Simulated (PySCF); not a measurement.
Na$_{2}$, charge +1, doublet, geometry from GFN2-xTB (such geometries of metal compounds can be far from the true shape) (a state made from the parent by changing its charge; the spin is typed, not shown lowest); PW91/def2-TZVP (PySCF).

PySCF was given this input:
```python
from pyscf import gto, scf, dft

mol = gto.M(
    atom='''
Na   -0.000000   -0.000000   -1.650642
Na    0.000000    0.000000    1.650642
''',
    basis='def2-tzvp',
    charge=1,
    spin=1,
    verbose=4,
)

mf = dft.UKS(mol)
mf.xc = 'pw91,pw91'
mf.kernel()
mf.analyze()
```

Question: Write the output that PySCF gives for this input, abridged.

Answer: 
```
PySCF version 2.14.0

[INPUT] verbose = 4
[INPUT] num. atoms = 2
[INPUT] num. electrons = 21
[INPUT] charge = 1
[INPUT] spin (= nelec alpha-beta = 2S) = 1
[INPUT] symmetry False subgroup None
[INPUT] Mole.unit = angstrom
[INPUT] Symbol           X                Y                Z      unit          X                Y                Z       unit  Magmom
[...]
nuclear repulsion = 19.3956177418604
number of shells = 24
number of NR pGTOs = 106
number of NR cGTOs = 64
basis = def2-tzvp
ecp = {}

******** <class 'pyscf.dft.uks.UKS'> ********
method = UKS
initial guess = minao
damping factor = 0
level_shift factor = 0
DIIS = <class 'pyscf.scf.diis.CDIIS'>
diis_start_cycle = 1
diis_space = 8
diis_damp = 0
SCF conv_tol = 1e-09
SCF conv_tol_grad = None
SCF max_cycles = 50
direct_scf = True
direct_scf_tol = 1e-13
number electrons alpha = 11  beta = 10
XC library pyscf.dft.libxc version 7.1.2
    S. Lehtola, C. Steigemann, M. J. T. Oliveira, and M. A. L. Marques,  SoftwareX 7, 1–5 (2018)
XC functionals = pw91,pw91
    J. P. Perdew. In P. Ziesche and H. Eschrig, editors, Proceedings of the 75. WE-Heraeus-Seminar and 21st Annual International Symposium on Electronic Structure of Solids, 11. Berlin, 1991. Akademie Verlag.
    J. P. Perdew, J. A. Chevary, S. H. Vosko, K. A. Jackson, M. R. Pederson, D. J. Singh, and C. Fiolhais,  Phys. Rev. B 46, 6671 (1992)
    J. P. Perdew, J. A. Chevary, S. H. Vosko, K. A. Jackson, M. R. Pederson, D. J. Singh, and C. Fiolhais,  Phys. Rev. B 48, 4978 (1993)
    J. P. Perdew. In P. Ziesche and H. Eschrig, editors, Proceedings of the 75. WE-Heraeus-Seminar and 21st Annual International Symposium on Electronic Structure of Solids, 11. Berlin, 1991. Akademie Verlag.
    J. P. Perdew, J. A. Chevary, S. H. Vosko, K. A. Jackson, M. R. Pederson, D. J. Singh, and C. Fiolhais,  Phys. Rev. B 46, 6671 (1992)
    J. P. Perdew, J. A. Chevary, S. H. Vosko, K. A. Jackson, M. R. Pederson, D. J. Singh, and C. Fiolhais,  Phys. Rev. B 48, 4978 (1993)
radial grids:
    Treutler-Ahlrichs [JCP 102, 346 (1995); DOI:10.1063/1.469408] (M4) radial grids

becke partition: Becke, JCP 88, 2547 (1988); DOI:10.1063/1.454033
pruning grids: <function nwchem_prune>
grids dens level: 3
symmetrized grids: False
atomic radii adjust function: <function treutler_atomic_radii_adjust>
small_rho_cutoff = 0
Set gradient conv threshold to 3.16228e-05
tot grids = 36200
init E= -324.506799684163

cycle= 1 E= -324.335674076443  delta_E= 0.171  |g|= 0.12  |ddm|= 0.792
cycle= 2 E= -324.34216112322  delta_E= -0.00649  |g|= 0.107  |ddm|= 0.344
cycle= 3 E= -324.34491884239  delta_E= -0.00276  |g|= 0.00552  |ddm|= 0.0551
cycle= 4 E= -324.344933365943  delta_E= -1.45e-05  |g|= 0.00193  |ddm|= 0.0128
cycle= 5 E= -324.344934650695  delta_E= -1.28e-06  |g|= 0.000347  |ddm|= 0.00207
cycle= 6 E= -324.34493468288  delta_E= -3.22e-08  |g|= 9.3e-06  |ddm|= 0.000378
cycle= 7 E= -324.344934682991  delta_E= -1.11e-10  |g|= 1.07e-06  |ddm|= 3.46e-05
Extra cycle  E= -324.344934682991  delta_E= -2.27e-13  |g|= 7.31e-07  |ddm|= 1.96e-06
converged SCF energy = -324.344934682991  <S^2> = 0.75001162  2S+1 = 2.0000116
**** SCF Summaries ****
Total Energy =                        -324.344934682991209
Nuclear Repulsion Energy =              19.395617741860441
One-electron Energy =                 -490.075215920790527
Two-electron Energy =                  146.334663495938827
Two-electron Coulomb Energy =          174.988128895993128
DFT Exchange-Correlation Energy =      -28.653465400054298
**** MO energy ****
                             alpha | beta                alpha | beta
[...]
To work with the spin densities directly, `use mulliken_meta_spin()` only printing them here.

 ** Mulliken spin pop alpha/beta on meta-lowdin orthogonal AOs **
 ** Mulliken Spin Density (per AO)  **
spin_pop of  0 Na 1s       -0.00000
spin_pop of  0 Na 2s        0.00016
spin_pop of  0 Na 3s        0.43663
spin_pop of  0 Na 4s        0.00544
spin_pop of  0 Na 5s        0.01232
spin_pop of  0 Na 2px      -0.00002
spin_pop of  0 Na 2py      -0.00002
spin_pop of  0 Na 2pz       0.00001
spin_pop of  0 Na 3px       0.00001
spin_pop of  0 Na 3py       0.00001
spin_pop of  0 Na 3pz       0.02607
spin_pop of  0 Na 4px       0.00001
spin_pop of  0 Na 4py       0.00001
spin_pop of  0 Na 4pz       0.00104
spin_pop of  0 Na 5px       0.00000
spin_pop of  0 Na 5py       0.00000
spin_pop of  0 Na 5pz       0.01346
spin_pop of  0 Na 3dxy     -0.00000
spin_pop of  0 Na 3dyz      0.00000
spin_pop of  0 Na 3dz^2     0.00465
spin_pop of  0 Na 3dxz      0.00000
spin_pop of  0 Na 3dx2-y2   -0.00000
spin_pop of  0 Na 4dxy     -0.00000
spin_pop of  0 Na 4dyz     -0.00000
spin_pop of  0 Na 4dz^2     0.00011
spin_pop of  0 Na 4dxz     -0.00000
spin_pop of  0 Na 4dx2-y2    0.00000
spin_pop of  0 Na 5dxy     -0.00000
spin_pop of  0 Na 5dyz     -0.00000
spin_pop of  0 Na 5dz^2     0.00012
spin_pop of  0 Na 5dxz     -0.00000
spin_pop of  0 Na 5dx2-y2    0.00000
spin_pop of  1 Na 1s       -0.00000
spin_pop of  1 Na 2s        0.00016
spin_pop of  1 Na 3s        0.43663
spin_pop of  1 Na 4s        0.00544
spin_pop of  1 Na 5s        0.01232
spin_pop of  1 Na 2px      -0.00002
spin_pop of  1 Na 2py      -0.00002
spin_pop of  1 Na 2pz       0.00001
spin_pop of  1 Na 3px       0.00001
spin_pop of  1 Na 3py       0.00001
spin_pop of  1 Na 3pz       0.02607
spin_pop of  1 Na 4px       0.00001
spin_pop of  1 Na 4py       0.00001
spin_pop of  1 Na 4pz       0.00104
spin_pop of  1 Na 5px       0.00000
spin_pop of  1 Na 5py       0.00000
spin_pop of  1 Na 5pz       0.01346
spin_pop of  1 Na 3dxy     -0.00000
spin_pop of  1 Na 3dyz      0.00000
spin_pop of  1 Na 3dz^2     0.00465
spin_pop of  1 Na 3dxz      0.00000
spin_pop of  1 Na 3dx2-y2   -0.00000
spin_pop of  1 Na 4dxy      0.00000
spin_pop of  1 Na 4dyz     -0.00000
spin_pop of  1 Na 4dz^2     0.00011
spin_pop of  1 Na 4dxz     -0.00000
spin_pop of  1 Na 4dx2-y2   -0.00000
spin_pop of  1 Na 5dxy      0.00000
spin_pop of  1 Na 5dyz     -0.00000
spin_pop of  1 Na 5dz^2     0.00012
spin_pop of  1 Na 5dxz     -0.00000
spin_pop of  1 Na 5dx2-y2    0.00000
 ** Mulliken Spin Density (per atom)  **
spin density of  0 Na =      0.50000
spin density of  1 Na =      0.50000
 ** Mulliken pop alpha/beta on meta-lowdin orthogonal AOs **
 ** Mulliken pop       alpha | beta **
In total            11.00000 | 10.00000
 ** Mulliken atomic charges   ( Nelec_alpha | Nelec_beta ) **
charge of  0Na =      0.50000  (     5.50000      5.00000 )
charge of  1Na =      0.50000  (     5.50000      5.00000 )

WARN: System has nonzero charge 1; the dipole moment is origin-dependent.
Location of origin: [0. 0. 0.]

Dipole moment(X, Y, Z, Debye): -0.00000,  0.00000, -0.00000
```
